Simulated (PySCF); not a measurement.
# Bond lengths and vibrations by method: BClGeH3O

Calculated results; nothing here was measured. The program is PySCF 2.14.0, an open-source quantum chemistry code, run on an isolated molecule that a program drew, which may never have been made. The molecule is BClGeH3O (charge 0, doublet), drawn as the SMILES string `O[B](Cl)[GeH2]`.

The geometry was optimised and harmonic frequencies were computed with HF and MP2, all in the cc-pV(D+d)Z basis, for the commonest isotopes, with a restricted reference for singlets and an unrestricted one otherwise, and a frozen core in MP2. Germanium has the cc-pVDZ-PP basis, with a core potential (ECP10MDF) in place of its 10 inner electrons, and its 3s, 3p and 3d shells are frozen in MP2. Each result is a local minimum of its method.

Geometry at the HF minimum:
```xyz
7
BClGeH3O, angstrom
O    -0.3840   -1.6653    2.2904
B     0.9391   -1.7836    2.4615
Cl    1.4955   -2.1384    4.1118
Ge    2.3491   -1.4818    0.9678
H    -0.6556   -1.4851    1.4023
H     1.8163   -1.6421   -0.4642
H     3.6763   -2.2178    1.1364
```

Lengths of the bonds as drawn, in Å (atoms numbered as above):
| bond | HF | MP2 |
|---|---|---|
| O1-B2 | 1.339 | 1.360 |
| B2-Cl3 | 1.777 | 1.767 |
| B2-Ge4 | 2.076 | 2.066 |
| O1-H5 | 0.946 | 0.968 |
| Ge4-H6 | 1.536 | 1.540 |
| Ge4-H7 | 1.527 | 1.532 |

Rotational constants, in GHz:
```
constant,HF,MP2
A,6.132,6.067
B,1.728,1.748
C,1.353,1.361
```

Harmonic frequencies in cm^-1, each column in rising order, so a row needn't be the same motion in every method:
| rank | HF | MP2 |
|---|---|---|
| 1 | 152 | 153 |
| 2 | 165 | 161 |
| 3 | 278 | 265 |
| 4 | 394 | 354 |
| 5 | 477 | 461 |
| 6 | 534 | 474 |
| 7 | 559 | 522 |
| 8 | 588 | 580 |
| 9 | 858 | 850 |
| 10 | 931 | 885 |
| 11 | 1193 | ? |
| 12 | 1389 | 1331 |
| 13 | 2192 | 2160 |
| 14 | 2238 | 2203 |
| 15 | 4157 | 3850 |

**Estimate the missing MP2 frequency from the HF column.**

A single factor s that minimises the squared misfit of MP2 against s times HF over the other rows is sum(HF x MP2) / sum(HF^2) = 0.9489, with an rms misfit of 43 cm^-1. For rank 11 it gives 0.9489 x 1193 = 1132 cm^-1. The calculation gives 1136 cm^-1, 4 cm^-1 above the estimate. The drawn bonds are on average 0.6 % longer in MP2 than in HF.
